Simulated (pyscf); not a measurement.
# H₂N–Mo(=O)(Cl)(Cl)–Cl, singlet

Gas-phase minimum from PySCF at ωB97X-D3(BJ)/def2-SVP, one conformer. 

```xyz
8

N      0.2620    -1.5208    -1.8177
Mo    -0.1359    -0.7408    -0.1503
O      1.3993    -0.1217    -0.1507
Cl    -1.2137     1.2417    -0.1004
Cl     0.0841    -2.0033     1.7061
Cl    -2.2426    -1.8124    -0.5781
H     -0.4309    -2.0748    -2.3163
H      1.1666    -1.4140    -2.2730
```

Bonds (Å): N1–Mo2 1.883, N1–H7 1.018, N1–H8 1.018, Mo2–O3 1.655, Mo2–Cl4 2.257, Mo2–Cl5 2.256, Mo2–Cl6 2.402. Angles (°): Mo2–N1–H7 121.0, Mo2–N1–H8 122.7, H7–N1–H8 116.3, N1–Mo2–O3 87.6, N1–Mo2–Cl4 119.0, N1–Mo2–Cl5 118.4, N1–Mo2–Cl6 81.0, O3–Mo2–Cl4 96.6, O3–Mo2–Cl5 96.8, O3–Mo2–Cl6 168.6, Cl4–Mo2–Cl5 121.3, Cl4–Mo2–Cl6 88.7, Cl5–Mo2–Cl6 89.0.

Properties at ωB97X-D3(BJ)/def2-SVP:

```yaml
harmonic_wavenumbers_unscaled: 71, 84, 172, 176, 214, 248, 314, 381, 408, 443, 579, 631, 781, 807, 1087, 1482, 3566, 3703 cm⁻¹
zero_point_energy: 21.7 kcal/mol
rotational_symmetry_number: 1
Entropy of this conformer at 298 K and 1 atm, rigid rotor and harmonic oscillator, modes under 100 cm⁻¹ raised to 100: 388.5 J/(mol K)
dipole_moment: 3.62 D
```

Single-point totals, which compare only within one level:

```csv
level,total energy (hartree)
ωB97X-D3(BJ)/def2-TZVP,-1580.33868
PBE/def2-TZVP,-1579.63590
r²SCAN/def2-TZVP,-1580.18629
B3LYP-D3(BJ)/def2-TZVP,-1580.36739
PBE0-D3(BJ)/def2-TZVP,-1579.67710
M06-2X/def2-TZVP,-1580.03519
ωB97M-D3(BJ)/def2-TZVP,-1580.39651
```

Soft torsions are taken as harmonic, which can shift the entropy by several J/(mol K). Elements past Kr carry the def2 core potentials, without spin-orbit coupling.
